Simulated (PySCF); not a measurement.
A calculated (PBE, PySCF 2.14, aug-cc-pwCVTZ-DK3, scalar relativity by spin-free X2C-1e) atom or ion has these occupied shells.

| shell | electrons | orbital energy (eV) | rms radius, mean of both spins (bohr) |
| --- | --- | --- | --- |
| 1s α | 1 | -28965.7 | 0.0335 |
| 1s β | 1 | -28965.7 | 0.0335 |
| 2s α | 1 | -4381.2 | 0.136 |
| 2s β | 1 | -4381.2 | 0.136 |
| 2p α | 3 | -3936.9 | 0.121 |
| 2p β | 3 | -3936.9 | 0.121 |
| 3s α | 1 | -852.10 | 0.363 |
| 3s β | 1 | -852.08 | 0.363 |
| 3p α | 3 | -706.52 | 0.364 |
| 3p β | 3 | -706.50 | 0.364 |
| 3d α | 5 | -481.18 | 0.343 |
| 3d β | 5 | -481.16 | 0.343 |
| 4s α | 1 | -141.72 | 0.871 |
| 4s β | 1 | -141.68 | 0.871 |
| 4p α | 3 | -97.664 | 0.947 |
| 4p β | 3 | -97.623 | 0.947 |
| 4d α | 5 | -33.821 | 1.20 |
| 4d β | 5 | -33.721 | 1.20 |
| 5s α | 1 | -18.052 | 2.45 |
| 5s β | 1 | -17.397 | 2.45 |
| 5p α | 1 | -10.638 | 3.10 |

(1) Name the element and its charge.

Results:

(1) Sn⁺ (tin, charge +1), in [Kr] 4d10 5s2 5p1, 2P determinant.
